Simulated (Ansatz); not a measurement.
Cost and result for the atomization energy of ClH6NOSi2, SMILES `N[Si](O)([SiH3])Cl` (11 atoms, 10 bonds).

```xyz
11

N     0.550   -1.769    0.024
Si    0.320   -0.171    0.542
O     1.748    0.627    0.695
Si   -1.143    0.947   -0.897
Cl   -0.537   -0.260    2.424
H     0.759   -1.969   -0.940
H     0.926   -2.468    0.645
H     1.743    1.466    1.158
H    -0.683    0.799   -2.306
H    -2.520    0.402   -0.782
H    -1.163    2.397   -0.562
```

Total charge 0; spin multiplicity 1. All single points use the PBE0-D4/def2-TZVP geometry. It is one conformer, not always the lowest. Program: Ansatz. All runs use 4 threads of an Arm Neoverse V1 on a shared host. Times are those of one run each, without the atoms' runs, and a repeat can differ threefold. Electronic energies, without spin–orbit coupling; frozen cores. CCSD(T)/CBS adds CCSD(T) − MP2 in def2-TZVPP to the MP2 limit, and its time is that of the two runs behind it. T1 = 0.012.

CCSD(T)/CBS is a level of theory with its own doubt, some kJ/mol a heavy atom from the limit and from the frozen cores, so smaller differences don't rank the functionals.

```csv
level,functions,wall time
LDA (SPW92)/def2-TZVPP,272,1.6 s
PBE-D4/def2-TZVPP (with forces),272,3 s
BHLYP-D4/def2-TZVPP,272,4.7 s
PBE0-D4/def2-TZVPP,272,4.9 s
CCSD(T)/def2-SVP,112,6 s
r2SCAN-D4/def2-TZVPP (with forces),272,6.5 s
PBE-QIDH/def2-TZVPP,272,7.5 s
ωB97X-V/def2-TZVPP,272,11 s
B97M-V/def2-TZVPP,272,12 s
ωB97M-V/def2-TZVPP (with forces),272,16 s
MP2/def2-QZVPP,504,34 s
CCSD(T)/def2-TZVPP,272,3.8 min
CCSD(T)/CBS(def2),–,4.4 min
```

What atomization energy does each give, and how far from CCSD(T)/CBS? (Best estimate.)

The calculation gave: 
```
                             level  atomization (kcal/mol)  difference from CCSD(T)/CBS  per bond
            LDA (SPW92)/def2-TZVPP                  1008.5                        114.8      11.5
   PBE-D4/def2-TZVPP (with forces)                   895.7                          2.0       0.2
               BHLYP-D4/def2-TZVPP                   866.1                        -27.6      -2.8
                PBE0-D4/def2-TZVPP                   882.3                        -11.4      -1.1
                  CCSD(T)/def2-SVP                   811.3                        -82.4      -8.2
r2SCAN-D4/def2-TZVPP (with forces)                   889.6                         -4.1      -0.4
               PBE-QIDH/def2-TZVPP                   877.9                        -15.8      -1.6
                ωB97X-V/def2-TZVPP                   896.9                          3.2       0.3
                 B97M-V/def2-TZVPP                   894.1                          0.4       0.0
  ωB97M-V/def2-TZVPP (with forces)                   894.0                          0.3       0.0
                    MP2/def2-QZVPP                   893.7                          0.0       0.0
                CCSD(T)/def2-TZVPP                   863.6                        -30.1      -3.0
                 CCSD(T)/CBS(def2)                   893.7                          0.0       0.0
```

From PBE to PBE0 (25 % exact exchange), in def2-TZVPP and without D4, the atomization energy moves by −12.4 kcal/mol: exact exchange takes away binding that semilocal exchange gives to molecules. The D4 term adds +11.2 kcal/mol with B3LYP and +5.9 kcal/mol with PBE0; it sums over pairs of atoms, weighted by their polarisabilities, and B3LYP, whose exchange is more repulsive, gets the larger term. At CCSD(T), def2-SVP lies −82.3 kcal/mol from the extrapolated value and def2-TZVPP −30.0 kcal/mol: correlation converges slowly with the basis, and small sets miss more of it in the bonded molecule than in its fragments.

B3LYP here is the variant with VWN-RPA as its local correlation; programs differ in this.
